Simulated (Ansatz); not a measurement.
HO2 (SMILES [O]O) moved off its minimum; all values from Ansatz (an electronic-structure program), cores frozen in correlated methods. Open shells are unrestricted.
(charge 0, multiplicity 2)
```xyz
3

O     -0.4785     0.3464     0.0159
O      0.6262    -0.3394    -0.0349
H     -1.1953    -0.3369    -0.0116
```

Forces at r2SCAN/def2-TZVPP (eV/Å):

```csv
atom,Fx,Fy,Fz
O1,-1.402,0.012,0.019
O2,1.146,-0.533,-0.043
H3,0.256,0.520,0.025
```

Question: Give the forces (eV/Å), the total energy and the dipole at CCSD(T)/aug-cc-pVTZ.

Answer: 
| atom | Fx | Fy | Fz |
|---|---|---|---|
| O1 | -1.778 | 0.199 | 0.033 |
| O2 | 1.398 | -0.747 | -0.058 |
| H3 | 0.380 | 0.548 | 0.025 |
Energy -150.7255 hartree, dipole 2.19 D.
